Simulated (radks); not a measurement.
Results of a calculation; reference values are marked as such.
Species: Sn3+. Configuration: [Kr] 4d8 5s2 5p1 (not the ground configuration). Code: a radial shooting solver on a logarithmic mesh with Libxc functionals. Model: Dirac Kohn-Sham, LDA (Slater exchange, Perdew-Wang correlation), spin-unpolarised, spherical densities, point nucleus; open shells are shared between the two j in proportion to 2j + 1.

Normalised radial functions P(r) = r R(r) (large component), r in bohr:

```
   r/bohr * 4d3/2, o 5p3/2 (the largest magnitude, 1.05, reaches the edge; | marks zero, & curves that meet)
 0.004757                             &
 0.007269                             &
  0.01111                             *o
  0.01697                             *o
  0.02594                             * o
  0.03963                             |* o
  0.06056                             |  *o
  0.09254                             |  o   *
   0.1414                            o|            *
   0.2161                       o     |              *
   0.3302                         o   |     *
   0.5045                *            |     o
   0.7709  *                          |        o
    1.178      *                  o   |
      1.8           o       *         |
    2.751             o             * |
    4.203                        o    *
    6.423                             &
```

4d3/2: eigenvalue -67.676 eV, 1 radial node at r = 0.385 bohr, <r> = 1.03 bohr, 90 % of the charge inside 1.57 bohr. 5p3/2: eigenvalue -30.579 eV, 3 radial nodes at r = 0.130, 0.396, 1.06 bohr, <r> = 2.32 bohr, 90 % of the charge inside 3.35 bohr.
